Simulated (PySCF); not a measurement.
## How methods differ on the ionisation energy of F⁺

F⁺ [He] 2s2 2p4 (3P) → F²⁺ [He] 2s2 2p3 (4S), as a difference of total energies. Calculation: PySCF 2.14, in aug-cc-pVDZ; no relativity, point nucleus. Correlated levels: valence: 1s2 frozen. The calculations carry no spin-orbit coupling.

| method | ionisation energy (eV) |
| --- | --- |
| UHF | 33.353 |
| LDA | 35.292 |
| PBE | 35.438 |
| PBE0 | 35.255 |
| r2SCAN | 35.102 |
| BP86 | 35.594 |
| TPSS | 35.451 |
| BLYP | 35.553 |
| MP2 (valence) | 34.244 |

Task: Estimate what SCS-MP2 (valence) gives.

Result: 34.249 eV, closest to MP2 (valence) among the rows shown.

Task: Estimate what LC-wPBE gives.

Result: 35.559 eV, closest to BLYP among the rows shown.

Errors of the correlated levels include the incompleteness of this basis and the frozen core.

For comparison: 34.950 eV (measured; NIST levels, between the centres of gravity of the two terms).
